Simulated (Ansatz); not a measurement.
Reaction (atomization): `CCCSSCCC` → 6 C• + 14 H• + 2 S•

Isolated molecules relaxed with PBE0-D4/def2-TZVP in Ansatz; ΔE leaves out vibrations. CBS: MP2 limit from def2 TZ/QZ plus the TZ coupled-cluster correction, frozen cores. This one scheme is used for every species, atoms too. Functionals use def2-TZVPP. B3LYP here is the variant with VWN-RPA as its local correlation; programs differ in this. No spin–orbit coupling; open shells (•) take unrestricted orbitals. Spin–orbit coupling would lower the free atoms: a little for C, S. Each species was taken in one conformer, which may not be the lowest.

`CCCSSCCC`:

Z-matrix (Å, degrees):
```
C
C 1 1.520
H 1 1.094 2 111.4
H 1 1.094 2 111.2 3 -120.0
H 1 1.092 2 111.1 3 120.1
C 2 1.515 1 112.0 3 60.0
H 2 1.094 1 110.5 3 -61.8
H 2 1.094 1 110.0 3 -179.1
S 6 1.815 2 114.4 1 179.2
H 6 1.092 2 111.2 1 54.8
H 6 1.096 2 110.9 1 -64.5
S 9 2.030 6 104.5 2 -63.1
C 12 1.817 9 103.9 6 -94.2
C 13 1.517 12 115.8 9 64.5
H 13 1.096 12 103.1 9 -174.1
H 13 1.091 12 107.8 9 -60.5
C 14 1.517 13 114.2 12 61.3
H 14 1.095 13 108.5 12 -62.6
H 14 1.096 13 107.6 12 -176.6
H 17 1.092 14 111.2 13 -59.1
H 17 1.092 14 111.1 13 -179.6
H 17 1.094 14 111.1 13 60.5
```

```tsv
level	ΔE (eV)
r2SCAN-D4	87.64
PBE0-D4	88.07
ωB97X-V	87.56
PBE	88.54
B3LYP	86.38
HF/def2-TZVPP	64.87
MP2/def2-QZVPP	87.39
HF/CBS(def2)	64.95
```

Problem. What does CCSD(T)/CBS give? (An estimate is asked.)

Solution. Computed: +87.31 eV. The listed levels differ from it by 0.33, 0.76, 0.25, 1.23, -0.93, -22.44, 0.08, -22.36 eV.

Largest T1 diagnostic among the species: 0.011.

The D4 term adds +0.95 eV with B3LYP and +0.51 eV with PBE0; it sums over pairs of atoms, weighted by their polarisabilities, and B3LYP, whose exchange is more repulsive, gets the larger term. In def2-TZVPP, CCSD(T) changes the Hartree–Fock value by +20.38 eV (the triples alone add +1.20 eV) and MP2 by +21.31 eV; breaking electron pairs costs correlation energy, which Hartree–Fock lacks. From PBE to PBE0 (25 % exact exchange), in def2-TZVPP and without D4, ΔE moves by −0.99 eV: exact exchange takes away binding that semilocal exchange gives to molecules.

For atomizations the MP2-based limit and the directly extrapolated one differ by several kJ/mol either way, and by 10 to 25 for some Ge, Se and Sn compounds, so smaller differences from it don't rank the levels.
